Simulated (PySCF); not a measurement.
## How methods differ on the ionisation energy of Mn

Mn [Ar] 3d5 4s2 (6S) → Mn⁺ [Ar] 3d5 4s1 (7S), as a difference of total energies. Calculation: PySCF 2.14, in aug-cc-pVTZ with one added diffuse shell each of s, p, d, f, g type (9s8p6d4f3g, 118 functions); the non-relativistic Hamiltonian (point nucleus). Correlated levels: valence: [Ar] frozen. The calculations carry no spin-orbit coupling.

Task: Order these methods by the ionisation energy they give, lowest first.
A. SCS-MP2 (valence)
B. UHF
C. MP2 (valence)
D. PBE

Result: B (5.973 eV), C (6.992 eV), D (7.170 eV), A (7.217 eV).

These non-relativistic numbers lack the scalar-relativistic shift.

Errors of the correlated levels include the incompleteness of this basis and the frozen core.

MP2 underrates the near-degeneracy of ns² with np² in the lower species.

For comparison: 7.434 eV (measured; NIST Atomic Spectra Database, ionization energies).
